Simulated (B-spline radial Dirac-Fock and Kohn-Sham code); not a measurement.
Two-hole binding energies of Au³⁺

System: the Au³⁺ ion, configuration [Xe] 4f14 5d8, inside a Watson sphere of charge -3 and radius 3 Å (a model of the Madelung potential; inside it an electron's potential energy is raised by 14.4 eV).

Calculated with a radial atomic solver, using multi-electron Dirac-Fock with separately optimised hole states, Breit and Lamb-shift corrections added in first order. U is the two-hole binding energy less the two single-hole energies, the effective repulsion of the holes after relaxation. Each two-hole energy is an average over J within one jj subconfiguration.

```
          holes  E(a) (eV)  E(b) (eV)  E(ab) (eV)  U (eV)
           1s⁻²    80752.2    80752.2    163050.6  1546.2
   1s⁻¹ 2p1/2⁻¹    80752.2    13766.6     94979.9   461.1
           2s⁻²    14393.9    14393.9     29032.6   244.7
        2p1/2⁻²    13766.6    13766.6     27852.1   319.0
        2p3/2⁻²    11951.8    11951.8           ?       ?
   2p1/2⁻¹ 3s⁻¹    13766.6     3466.2     17332.0    99.3
   2s⁻¹ 3p3/2⁻¹    14393.9     2782.2     17270.4    94.3
2p1/2⁻¹ 3p3/2⁻¹    13766.6     2782.2     16648.3    99.6
   2p3/2⁻¹ 3s⁻¹    11951.8     3466.2     15514.6    96.6
2p3/2⁻¹ 3p1/2⁻¹    11951.8     3187.1     15245.0   106.1
3p1/2⁻¹ 3p3/2⁻¹     3187.1     2782.2      6037.3    68.0
        3p3/2⁻²     2782.2     2782.2      5631.3    67.0
        4f5/2⁻²      117.7      117.7       265.0    29.6
4f5/2⁻¹ 4f7/2⁻¹      117.7      114.1       262.1    30.3
```

Task: Give the missing two-hole energy and U.

Result: E(ab) = 24157.1 eV and U = 253.4 eV.
